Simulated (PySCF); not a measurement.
**Cl (chlorine, neutral) across methods**

[Ne] 3s1 3p6, 2S determinant (an excited configuration). All numbers are calculated (PySCF 2.14, no relativity, point nucleus, in aug-cc-pV(Q+d)Z (7s6p5d3f2g, 89 functions)).

| method | E (hartree) | mean ε 3s α (eV) | mean ε 3p α (eV) | mean ε 3p β (eV) | Σ⟨r²⟩ (bohr²) | ⟨S²⟩ |
| --- | --- | --- | --- | --- | --- | --- |
| PBEsol | -458.8427 | -21.694 | -9.593 | -8.610 | 28.39 | 0.753 |
| PBE0 | -459.5363 | -24.625 | -11.312 | -9.730 | 28.34 | 0.756 |
| r2SCAN | -459.6596 | -22.975 | -10.178 | -8.806 | 28.28 | 0.758 |
| UHF | -458.92283 | -32.505 | -15.671 | -11.810 | 28.98 | 0.780 |
| LDA | -458.2300 | -21.719 | -9.696 | -8.773 | 28.45 | 0.753 |
| M06 | -459.6690 | -24.410 | -11.084 | -9.666 | 28.15 | 0.755 |
| PBE | -459.5287 | -21.774 | -9.633 | -8.637 | 28.39 | 0.753 |
| LC-wPBE | -459.5562 | -27.721 | -14.164 | -12.565 | 28.11 | 0.754 |
| revPBE | -459.6353 | -21.775 | -9.614 | -8.596 | 28.37 | 0.753 |
